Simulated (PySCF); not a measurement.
Point-charge models of `C[Si](C)(PCCP)C` against its computed dipole.

Coordinates (GFN2-xTB, Å) and charges (e) from the PBE0/pcSseg-1 density (PySCF):

```json
{"atom": "C1", "x": "-1.280", "y": "-0.818", "z": "1.552", "Mulliken": "-0.6079", "IAO": "-0.7135", "Hirshfeld": "-0.2173", "ESP-fitted": "-0.8198"}
{"atom": "Si2", "x": "-1.372", "y": "-0.067", "z": "-0.215", "Mulliken": "+0.6925", "IAO": "+0.8776", "Hirshfeld": "+0.3587", "ESP-fitted": "+1.1044"}
{"atom": "C3", "x": "-3.109", "y": "-0.407", "z": "-0.929", "Mulliken": "-0.5993", "IAO": "-0.7106", "Hirshfeld": "-0.2201", "ESP-fitted": "-0.7592"}
{"atom": "C4", "x": "-1.087", "y": "1.823", "z": "-0.134", "Mulliken": "-0.6074", "IAO": "-0.7090", "Hirshfeld": "-0.2141", "ESP-fitted": "-0.8419"}
{"atom": "P5", "x": "0.058", "y": "-0.986", "z": "-1.723", "Mulliken": "-0.0443", "IAO": "+0.0313", "Hirshfeld": "+0.0038", "ESP-fitted": "-0.6053"}
{"atom": "C6", "x": "1.626", "y": "-0.047", "z": "-1.361", "Mulliken": "-0.4635", "IAO": "-0.4196", "Hirshfeld": "-0.1132", "ESP-fitted": "+0.3011"}
{"atom": "C7", "x": "2.152", "y": "-0.188", "z": "0.059", "Mulliken": "-0.4895", "IAO": "-0.4129", "Hirshfeld": "-0.1110", "ESP-fitted": "-0.2880"}
{"atom": "P8", "x": "3.716", "y": "0.814", "z": "0.279", "Mulliken": "+0.0883", "IAO": "+0.1701", "Hirshfeld": "+0.0662", "ESP-fitted": "-0.3740"}
{"atom": "H9", "x": "-1.506", "y": "-0.074", "z": "2.311", "Mulliken": "+0.1381", "IAO": "+0.1543", "Hirshfeld": "+0.0401", "ESP-fitted": "+0.1916"}
{"atom": "H10", "x": "-0.301", "y": "-1.230", "z": "1.776", "Mulliken": "+0.1388", "IAO": "+0.1512", "Hirshfeld": "+0.0348", "ESP-fitted": "+0.1245"}
{"atom": "H11", "x": "-2.001", "y": "-1.623", "z": "1.658", "Mulliken": "+0.1374", "IAO": "+0.1553", "Hirshfeld": "+0.0399", "ESP-fitted": "+0.1863"}
{"atom": "H12", "x": "-3.226", "y": "0.057", "z": "-1.903", "Mulliken": "+0.1413", "IAO": "+0.1564", "Hirshfeld": "+0.0384", "ESP-fitted": "+0.1609"}
{"atom": "H13", "x": "-3.886", "y": "-0.018", "z": "-0.278", "Mulliken": "+0.1330", "IAO": "+0.1498", "Hirshfeld": "+0.0385", "ESP-fitted": "+0.1598"}
{"atom": "H14", "x": "-3.280", "y": "-1.472", "z": "-1.051", "Mulliken": "+0.1383", "IAO": "+0.1531", "Hirshfeld": "+0.0387", "ESP-fitted": "+0.1798"}
{"atom": "H15", "x": "-1.882", "y": "2.310", "z": "0.423", "Mulliken": "+0.1422", "IAO": "+0.1562", "Hirshfeld": "+0.0430", "ESP-fitted": "+0.1829"}
{"atom": "H16", "x": "-1.075", "y": "2.250", "z": "-1.133", "Mulliken": "+0.1417", "IAO": "+0.1543", "Hirshfeld": "+0.0401", "ESP-fitted": "+0.2053"}
{"atom": "H17", "x": "-0.145", "y": "2.079", "z": "0.344", "Mulliken": "+0.1404", "IAO": "+0.1505", "Hirshfeld": "+0.0379", "ESP-fitted": "+0.1818"}
{"atom": "H18", "x": "0.383", "y": "-2.097", "z": "-0.949", "Mulliken": "+0.0482", "IAO": "-0.0232", "Hirshfeld": "-0.0182", "ESP-fitted": "+0.1392"}
{"atom": "H19", "x": "2.381", "y": "-0.403", "z": "-2.071", "Mulliken": "+0.1591", "IAO": "+0.1479", "Hirshfeld": "+0.0368", "ESP-fitted": "+0.0449"}
{"atom": "H20", "x": "1.434", "y": "1.003", "z": "-1.600", "Mulliken": "+0.1653", "IAO": "+0.1475", "Hirshfeld": "+0.0370", "ESP-fitted": "-0.0063"}
{"atom": "H21", "x": "2.347", "y": "-1.237", "z": "0.294", "Mulliken": "+0.1560", "IAO": "+0.1412", "Hirshfeld": "+0.0372", "ESP-fitted": "+0.0666"}
{"atom": "H22", "x": "1.422", "y": "0.194", "z": "0.777", "Mulliken": "+0.1861", "IAO": "+0.1382", "Hirshfeld": "+0.0357", "ESP-fitted": "+0.2097"}
{"atom": "H23", "x": "4.097", "y": "0.191", "z": "1.467", "Mulliken": "+0.0324", "IAO": "-0.0215", "Hirshfeld": "-0.0165", "ESP-fitted": "+0.1325"}
{"atom": "H24", "x": "4.522", "y": "-0.034", "z": "-0.482", "Mulliken": "+0.0326", "IAO": "-0.0246", "Hirshfeld": "-0.0164", "ESP-fitted": "+0.1233"}
```

Q: Form Σ q r in debye for every column and set it beside the full dipole.

A: The full density gives (-0.28, -0.53, 1.35) D, 1.48 D in size; dipole vectors point from the negative to the positive end.

```tsv
scheme	μx	μy	μz	size (D)	share of the full size (%)	angle to the full dipole (°)
Mulliken	0.11	0.01	0.58	0.59	40	31
IAO	-0.12	0.31	-0.32	0.46	31	146
Hirshfeld	-0.12	0.24	-0.17	0.32	21	134
ESP-fitted	-0.29	-0.48	1.26	1.38	93	1
```

Q: Which set comes closest?

A: Length of the difference vector: ESP-fitted 0.10 D, Mulliken 1.02 D, Hirshfeld 1.72 D, IAO 1.88 D. Closest: ESP-fitted. ESP charges are fitted to the potential around the molecule, whose slowest-falling term is the dipole's. 

Q: What is left for the Hirshfeld atoms' own dipoles?

A: The Hirshfeld atoms' densities add up to the full density, so μ = Σ q r + Σ (atomic dipoles). The atomic dipoles sum to (-0.28, -0.53, 1.35) − (-0.12, 0.24, -0.17) = (-0.16, -0.76, 1.53) D, 1.72 D in size.

Q: With the origin at the mean of the coordinates, (0.000, 0.001, -0.120) Å, which are the largest single terms, by size, of the ESP-fitted dipole along the direction of the full one?

A: C1 -8.14, P5 +3.28, H9 +2.34, H11 +2.31, C6 -2.07 D; all 24 atoms together +1.38 D. The single terms depend on the origin, their sum doesn't.

Q: Give the size of the full dipole in other units.

A: 1.48 D = 0.583 au = 0.308 e·Å = 4.94 × 10⁻³⁰ C·m.

Geometry: GFN2-xTB, one conformer, isolated molecule. GFN2-xTB frequencies show an imaginary mode (66i cm⁻¹), so this geometry is no minimum at that level.

Shape of the structure used: `[CH3:1][Si:2]([CH3:3])([CH3:4])[PH:5][CH2:6][CH2:7][PH2:8]`: C1–Si2–P5–C6 -83°, Si2–P5–C6–C7 60°, P5–C6–C7–P8 180°, H–P8–C7–C6 -165°, H–P8–C7–C6 -72°.
